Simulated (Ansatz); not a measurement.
ReO₃F. Total charge 0; singlet. Geometry PBE0-D4/def2-SVP, basis def2-TZVP, Ansatz.

```xyz
5

Re    0.0071    0.0093   -0.0015
O     0.4891    0.1336   -1.6153
O    -0.7800    1.4408    0.4266
O     1.3919   -0.1383    0.9537
F    -1.1082   -1.4453    0.2365
```

```json
{"run": "A", "HOMO (eV)": "-8.96", "LUMO (eV)": "-3.94"}
{"run": "B", "HOMO (eV)": "-9.58", "LUMO (eV)": "-3.68"}
{"run": "C", "HOMO (eV)": "-8.45", "LUMO (eV)": "-3.80"}
{"run": "D", "HOMO (eV)": "-10.22", "LUMO (eV)": "-3.25"}
{"run": "E", "HOMO (eV)": "-11.67", "LUMO (eV)": "-2.20"}
{"run": "F", "HOMO (eV)": "-9.96", "LUMO (eV)": "-3.50"}
```

In the def2 sets Re takes a core potential; there is no spin–orbit coupling. B3LYP takes the VWN-RPA correlation.

Problem. The runs used B3LYP, CAM-B3LYP, PBE0, r2SCAN, r2SCANh, revPBE. Estimate which is which.

Solution. A r2SCAN (0 % exact exchange); B r2SCANh (10 % exact exchange); C revPBE (0 % exact exchange); D PBE0 (25 % exact exchange); E CAM-B3LYP (range-separated); F B3LYP (20 % exact exchange). Exact exchange lowers occupied and raises empty levels; among semilocal functionals meta-GGAs tend to open the gap a little, and such runs are hard to tell apart. The gap grows from 4.65 eV (revPBE) to 9.47 eV (CAM-B3LYP).
